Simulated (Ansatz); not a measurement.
Ansatz (a program for electronic structure) input (PBE/3-21G): The .json file is the Basis Set Exchange's 3-21G.

Ansatz 0.2 input:
```yaml
crystal:
  periodic: [false, false, false]
  atoms:
    - {symbol: Si, position_ang: [-0.00000000, -0.00000000, -1.07781535]}
    - {symbol: Cl, position_ang: [0.00000000, 0.00000000, 0.88761264]}
basis:
  gaussian:
    orbitals: 3-21G.json
hamiltonian:
  xc: {name: PBE}
total_charge: 1
output: {forces: true}
```

### Question
Predict the final energy.

### Answer
-745.27193 Eh.
